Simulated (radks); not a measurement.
Pb, configuration [Hg] 6p2.

All-electron calculation, Dirac Kohn-Sham, LDA (Slater exchange, Perdew-Wang correlation), spin-unpolarised, spherical densities, point nucleus; open shells are shared between the two j in proportion to 2j + 1. Program: a radial shooting solver on a logarithmic mesh with Libxc functionals.

Energy parts (eV):
| part | energy |
|---|---|
| total | -569188.26 |
| kinetic | 662623.29 |
| electron-nucleus | -1441172.87 |
| Hartree | 219670.26 |
| exchange-correlation | -10308.94 |

Orbitals (lengths in bohr, moments of r in powers of bohr; <r^-3> diverges for s and p1/2):
orbital      occ.  eigenvalue (eV)  <r^-3>  small-component weight
1s1/2           2        -87912.47       -                9.78e-02
2s1/2           2        -15711.67       -                2.26e-02
2p1/2           2        -15091.21       -                2.27e-02
2p3/2           4        -12903.57   23370                1.99e-02
3s1/2           2        -3770.678       -                7.58e-03
3p1/2           2        -3490.376       -                7.54e-03
3p3/2           4        -3002.369    5516                6.74e-03
3d3/2           4        -2540.603   968.9                6.63e-03
3d5/2           6        -2436.694   790.9                6.42e-03
4s1/2           2        -852.7992       -                2.62e-03
4p1/2           2        -731.5703       -                2.52e-03
4p3/2           4        -611.8561    1358                2.21e-03
4d3/2           4        -414.1461   216.5                2.01e-03
4d5/2           6        -391.8061   172.5                1.93e-03
4f5/2           6        -135.5569   37.90                1.57e-03
4f7/2           8        -130.5216   35.90                1.54e-03
5s1/2           2        -143.9399       -                7.08e-04
5p1/2           2        -102.4218       -                6.21e-04
5p3/2           4         -79.8346   252.0                5.21e-04
5d3/2           4         -22.7741   25.99                3.26e-04
5d5/2           6         -20.1728   20.00                3.04e-04
6s1/2           2         -12.2646       -                1.00e-04
6p1/2    0.666667          -4.8204       -                5.69e-05
6p3/2     1.33333          -3.3147   15.41                4.05e-05

The highest occupied level is 6p3/2 at -3.315 eV. For comparison, the ionisation energy in NIST's Atomic Spectra Database is 7.417 eV (measured). In exact Kohn-Sham theory the highest level is minus the ionisation energy, but local and semilocal functionals leave it too shallow, through self-interaction and a potential that decays too fast; potentials with the right tail come closer.

Beside tabulated values, note that spin-unpolarised runs miss the spin-polarisation part of the exchange energy of open shells.
